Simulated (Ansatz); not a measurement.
Gas-phase electronic energies from Ansatz, PBE0-D4/def2-TZVP geometries. CCSD(T)/CBS adds triple-zeta CCSD(T) − MP2 to the extrapolated MP2 energy (def2 sets, frozen cores). DFT in def2-TZVPP. HSE06 is defined as in plane-wave codes. For Ge outer-core shells are correlated without core-valence functions, which leaves a few kJ/mol of doubt a bond. Scalar relativity is left out up to krypton. One conformer a species, not always the lowest.

`C#[C][Ge]([F])([F])[F]` + `OCS` → `C#CSCO` + `[F][GeH]([F])[F]`  (substitution at a C–Ge bond)

`C#[C][Ge]([F])([F])[F]`:

Cartesian coordinates in Å:
```
C 1.244 1.513 -0.581
C 0.513 0.623 -0.240
Ge -0.620 -0.754 0.290
F -0.761 -1.962 -0.902
F -2.197 -0.199 0.612
F -0.073 -1.525 1.706
H 1.894 2.304 -0.885
```

`OCS`:

Cartesian coordinates in Å:
```
O 0.683 1.038 -0.045
C -0.161 -0.050 -0.327
S -1.125 -0.491 1.119
H 1.211 1.219 -0.828
H -0.909 0.194 -1.091
H 0.405 -0.925 -0.664
H -0.103 -0.985 1.836
```

`C#CSCO`:

Cartesian coordinates in Å:
```
C -2.235 0.760 -0.725
C -1.366 -0.067 -0.612
S -0.194 -1.259 -0.502
C 0.983 -0.484 0.662
O 1.632 0.640 0.180
H -2.999 1.494 -0.822
H 0.437 -0.188 1.557
H 1.663 -1.310 0.905
H 2.078 0.415 -0.643
```

`[F][GeH]([F])[F]`:

Cartesian coordinates in Å:
```
F 0.619 1.310 0.842
Ge -0.085 0.013 -0.017
F 0.184 -1.388 0.921
F 0.836 -0.177 -1.442
H -1.555 0.242 -0.305
```

| level | ΔE (kJ/mol) | difference from CCSD(T)/CBS |
| --- | --- | --- |
| HSE06-D4 | 17.2 | -16.4 |
| BHLYP-D4 | 28.9 | -4.7 |
| revPBE | 11.7 | -21.9 |
| HSE06 | 17.9 | -15.7 |
| CCSD(T)/def2-SVP | 33.2 | -0.4 |
| CCSD/def2-TZVPP | 41.9 | 8.3 |
| CCSD(T)/def2-TZVPP | 38.4 | 4.8 |
| HF/def2-QZVPP | 43.5 | 9.9 |
| SCS-MP2/def2-QZVPP | 33.6 | 0.0 |
| CCSD/CBS(def2) | 37.1 | 3.5 |
| CCSD(T)/CBS | 33.6 | 0 |

Largest T1 diagnostic among the species: 0.013.

From BLYP to BHLYP (50 % exact exchange), in def2-TZVPP and without D4, ΔE moves by +15.2 kJ/mol. In def2-TZVPP, CCSD(T) changes the Hartree–Fock value by −5.5 kJ/mol (the triples alone add −3.5 kJ/mol) and MP2 by −11.5 kJ/mol. Leaving LDA and LC-ωPBE aside and taking each functional with its dispersion term where it has one, the values, not all of them listed here, spread over 20.5 kJ/mol, from revPBE-D4 to BHLYP-D4. LDA lies −7.5 kJ/mol from PBE without D4.
